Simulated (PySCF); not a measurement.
Species: C₅H₈ClOSi (doublet state).
Atom-mapped SMILES: `[H]/[C:1]=[C:2]1/[C@@H:3]([OH:4])[C@@:5]1([Cl:6])[CH2:7][SiH3:8]` (hydrogens: H9 on C1; H10 on C3; H11 on O4; H12, H13 on C7; H14, H15, H16 on Si8)

Structure used (GFN2-xTB), in Å, numbered top down from 1:
```xyz
16
C5H8ClOSi angstrom
C     -2.470    1.124   -1.265
C     -1.647    0.666   -0.428
C     -1.301   -0.354    0.604
O     -1.076   -1.675    0.234
C     -0.257    0.656    0.233
Cl     0.042    1.932    1.405
C      0.934    0.274   -0.576
Si     2.276   -0.588    0.489
H     -2.586    1.896   -1.983
H     -1.789   -0.235    1.572
H     -1.907   -2.072   -0.050
H      0.606   -0.412   -1.358
H      1.344    1.160   -1.063
H      3.325   -1.008   -0.443
H      1.684   -1.732    1.172
H      2.814    0.377    1.447
```

The hyperfine couplings belong to this conformer and change with its torsions.

Computed, not measured: UKS B3LYP, pcH-1 on C Cl H O Si, non-relativistic, mean-field spin-orbit, GIAO in PySCF 2.14.0. The structure is a single GFN2-xTB conformer in the gas phase; no vibrational or solvent corrections. The geometry wasn't refined by DFT: couplings that depend on bond lengths, twists or pyramidal angles can differ widely from those at the functional's own minimum. No stability test was run, so a lower SCF solution isn't excluded.

Problem. Where do the isotropic ENDOR lines of C1, C5, C3, C2, C7, H9, H10, H13, Si8 and Cl6 fall at 3353.4 mT, to first order?

Solution. For S = 1/2 in fast tumbling each set of equivalent nuclei gives two lines, ν± = |νn ± a/2| to first order, with νn = g_N μN B/h and μN/h = 7.62259 MHz/T.

```tsv
nuclei	isotope	g_N	νn (MHz)	a_iso (MHz)	lower line (MHz)	upper line (MHz)
C1	13C	1.4048	35.91	251.00	89.59	161.41
C5	13C	1.4048	35.91	95.43	11.80	83.62
C3	13C	1.4048	35.91	55.65	8.09	63.73
C2	13C	1.4048	35.91	-25.29	23.26	48.55
C7	13C	1.4048	35.91	-4.50	33.66	38.16
H9	1H	5.5857	142.78	34.30	125.63	159.93
H10	1H	5.5857	142.78	7.96	138.80	146.76
H13	1H	5.5857	142.78	5.20	140.18	145.38
Si8	29Si	-1.1106	28.39	-13.65	21.56	35.21
Cl6	35Cl	0.5479	14.01	4.64	11.69	16.32
```

The rows for 13C and 29Si, of low natural abundance, apply to labelled samples.

Problem. Which pairs are centred on the nuclear Larmor frequency, and which on half the coupling?

Solution. Centred on νn, since |a| < 2νn: C3, C2, C7, H9, H10, H13, Si8 and Cl6. Centred on |a|/2 and split by 2νn: C1 and C5.

Problem. At what field would the lower line of Si8 fall to zero frequency?

Solution. Where νn = |a|/2, that is B = 6.82 MHz/(1.1106 × 7.62259 MHz/T) = 806 mT, as far as first order holds there.

Couplings of abundant isotopes left out: H12 (2.7 MHz).

Main isotope only: 35Cl (natural samples also hold 24 % 37Cl, magnetic too, which adds its own pattern).
